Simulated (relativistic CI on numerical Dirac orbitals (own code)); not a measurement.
## Sensitivity of the levels of Dy XLVIII to α and to the nuclear radius

Calculated at this level of theory: Dirac-Coulomb-Breit CI, separate exchange-only KLI orbitals for each configuration, derivatives by finite differences, unscaled Slater integrals, QED left out (own radial code, finite nucleus).

Configurations in the expansion (outside the closed core [Ne]): 3s2.3p6.3d, 3s2.3p5.3d2, 3s.3p6.3d2, 3s2.3p6.4s, 3s2.3p6.4p, 3p6.3d3, 3p5.3d4. Double excitations out of closed p, d and f shells are left out; levels of such configurations are missing from the list, as are those of other unlisted configurations, and high levels can miss mixing partners.

With x = (α/α₀)² − 1 an excitation energy changes as ω = ω₀ + qx; K = 2q/ω₀ is the relative enhancement. Terms are leading LS components, so labels can repeat. The field-shift factor is F = δν/δ⟨r²⟩ for the transition from the lowest level.

Lowest level 3s2.3p6.3d 2D_3/2.

```
               Level  ω₀ (cm⁻¹)  q (cm⁻¹)       K  F (GHz/fm²)
   3s2.3p6.3d 2D_5/2     361693    365300    2.02         5.83
 3s2.3p5.3d2 4D°_3/2    1751921     91570   0.105         10.9
 3s2.3p5.3d2 4D°_1/2    1754074    116800   0.133           11
 3s2.3p5.3d2 4F°_5/2    1801122     93260   0.104         11.1
 3s2.3p5.3d2 2G°_7/2    1824568     81390  0.0892         10.9
 3s2.3p5.3d2 4P°_3/2    1971096    121400   0.123         11.4
 3s2.3p5.3d2 4D°_5/2    2076019    444200   0.428         16.4
 3s2.3p5.3d2 4G°_9/2    2111083    438500   0.415         16.6
 3s2.3p5.3d2 4F°_7/2    2127235    453300   0.426         16.9
 3s2.3p5.3d2 4D°_3/2    2154849    454300   0.422         16.2
 3s2.3p5.3d2 4P°_5/2    2170464    450600   0.415         16.7
3s2.3p5.3d2 2H°_11/2    2185418    447800    0.41         17.2
 3s2.3p5.3d2 2G°_7/2    2196749    444900   0.405         16.8
```

At this charge energies of transitions that change n are usually good to better than 1 %, and those within a shell (Δn = 0) to a few per cent.
